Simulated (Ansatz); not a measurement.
`CC[SiH](O)[SiH3]` and `O[SiH](F)[SiH3]` differ in one atom or group.

Ansatz, PBE0-D4/def2-TZVP geometries, multiplicity 1. Each molecule was computed in one conformer, which needn't be the lowest.

```tsv
property	`CC[SiH](O)[SiH3]`
HOMO energy (PBE/def2-TZVPP) / eV	-6.46
size of the dipole moment (PBE/def2-TZVPP) / D	1.81
size of the dipole moment (B3LYP/def2-TZVPP) / D	1.82
LUMO energy (PBE/def2-TZVPP) / eV	-0.96
HOMO–LUMO gap (PBE/def2-TZVPP) / eV	5.50
size of the dipole moment (ωB97M-V/def2-TZVPP) / D	1.81
```

Question: What does the change do to each property? (An estimate is asked.)

Answer: The calculation gave: 
| property | `O[SiH](F)[SiH3]` | shift |
| --- | --- | --- |
| HOMO energy (PBE/def2-TZVPP) / eV | -7.06 | -0.60 |
| size of the dipole moment (PBE/def2-TZVPP) / D | 1.40 | -0.41 |
| size of the dipole moment (B3LYP/def2-TZVPP) / D | 1.45 | -0.37 |
| LUMO energy (PBE/def2-TZVPP) / eV | -1.10 | -0.14 |
| HOMO–LUMO gap (PBE/def2-TZVPP) / eV | 5.96 | 0.46 |
| size of the dipole moment (ωB97M-V/def2-TZVPP) / D | 1.44 | -0.37 |

With PBE0 the HOMO falls by 0.64 eV and the LUMO falls by 0.16 eV, so the gap widens by about 0.48 eV. PBE moves the HOMO by -0.60 eV and ωB97M-V by -0.63 eV. Dipoles are sizes alone; their direction can turn.

B3LYP here is the variant with VWN-RPA as its local correlation; programs differ in this.
